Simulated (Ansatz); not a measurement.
Tetramethylammonium mesylate, `CS(=O)(=O)[O-].C[N+](C)(C)C` was relaxed with PBE-D4 (def2-SVP) in Ansatz in these states: charge -1 doublet, neutral singlet. The geometries follow in no particular order.

A:

```xyz
25

C    -2.947   -1.571   -2.433
S    -1.656   -0.884   -1.368
O    -1.914   -1.452    0.007
O    -0.346   -1.347   -1.960
O    -1.831    0.615   -1.428
H    -3.926   -1.243   -2.040
H    -2.786   -1.189   -3.457
H    -2.862   -2.673   -2.407
C    -0.219    0.481    1.659
N     1.075    0.573    0.887
C     0.882    1.469   -0.312
C     1.484   -0.804    0.426
C     2.142    1.142    1.768
H    -0.965   -0.092    1.057
H    -0.014   -0.052    2.606
H    -0.573    1.507    1.866
H     0.733    2.502    0.053
H     1.791    1.412   -0.937
H    -0.021    1.134   -0.878
H     1.483   -1.478    1.302
H     0.770   -1.156   -0.358
H     2.502   -0.733    0.000
H     2.322    0.451    2.612
H     1.809    2.123    2.153
H     3.070    1.266    1.181
```

B:

```xyz
25

C    -1.878    1.870    3.473
S    -1.092    1.086    2.020
O    -1.568   -0.342    2.074
O    -1.621    1.873    0.850
O     0.384    1.258    2.267
H    -1.538    1.339    4.383
H    -1.570    2.933    3.506
H    -2.976    1.788    3.363
C    -0.079   -1.726   -0.508
N     0.694   -0.691   -1.284
C     1.755   -0.091   -0.397
C    -0.245    0.394   -1.744
C     1.355   -1.349   -2.503
H    -0.561   -1.242    0.369
H    -0.830   -2.146   -1.223
H     0.666   -2.504   -0.208
H     2.428   -0.937   -0.110
H     2.297    0.655   -1.030
H     1.271    0.377    0.488
H    -0.996   -0.109   -2.402
H    -0.715    0.872   -0.856
H     0.381    1.113   -2.328
H     0.502   -1.767   -3.105
H     2.032   -2.138   -2.075
H     1.905   -0.517   -3.020
```

Problem. Judge from the bond lengths which geometry belongs to which state (an estimate).

Solution. A is the neutral singlet (N10–C13 1.496 Å, C1–S2 1.809 Å, C13–H25 1.105 Å); B is the charge -1 doublet (N10–C13 1.534 Å, C1–S2 1.829 Å, C13–H25 1.124 Å).

At PBE-D4/def2-SVP the highest occupied level of the relaxed charge -1 doublet lies above zero (up to 3.18 eV). By energy differences, losing it releases 1.05 eV (each at its own geometry, to the charge 0 singlet, at PBE0-D4/def2-TZVP).
